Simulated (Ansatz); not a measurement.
Frontier orbitals of CH₃InO₄, SMILES `O=[C](O)[In]([OH])[OH]`.

```tsv
atom	x (Å)	y (Å)	z (Å)
O1	-0.833	0.900	2.092
C2	-0.783	0.043	1.260
O3	-1.555	-1.055	1.279
In4	0.542	0.063	-0.471
O5	0.260	1.037	-2.173
O6	2.298	-0.834	-0.506
H7	-2.117	-1.007	2.073
H8	-0.567	1.521	-2.219
H9	2.755	-0.668	-1.335
```

Total charge 0; spin multiplicity 1. Correlated methods include outer-core shells of In, which these sets cover unevenly. In takes the def2 core potential. Geometry: relaxed with PBE0-D4/def2-TZVP. It is one conformer, not always the lowest. Basis def2-TZVPP, Ansatz 0.2.0.

```
functional  HOMO (eV)  LUMO (eV)
   ωB97X-V     -10.21       0.56
```

Problem. Give HOMO and LUMO (eV) with LDA (SPW92), PBE, revPBE, BLYP, r2SCAN, B97M-V, PBE0, B3LYP, r2SCANh, r2SCAN0, HSE06 (plane-wave form), BHLYP, CAM-B3LYP, LC-ωPBE, ωB97M-V, HF. (An estimate is asked.)

Solution. Computed: 
| functional | HOMO | LUMO |
| --- | --- | --- |
| LDA (SPW92) | -6.80 | -2.58 |
| PBE | -6.53 | -2.30 |
| revPBE | -6.43 | -2.17 |
| BLYP | -6.45 | -2.32 |
| r2SCAN | -6.79 | -2.07 |
| B97M-V | -6.83 | -2.22 |
| PBE0 | -7.91 | -1.45 |
| B3LYP | -7.71 | -1.82 |
| r2SCANh | -7.32 | -1.77 |
| r2SCAN0 | -8.11 | -1.31 |
| HSE06 (plane-wave form) | -7.51 | -1.82 |
| BHLYP | -9.27 | -0.71 |
| CAM-B3LYP | -9.31 | -0.59 |
| LC-ωPBE | -10.53 | 0.76 |
| ωB97M-V | -10.15 | 0.33 |
| HF | -11.36 | 1.33 |

B3LYP here is the variant with VWN-RPA as its local correlation; programs differ in this. LC-ωPBE has ω = 0.4 bohr⁻¹. Positive LUMOs are unbound and depend on the basis.
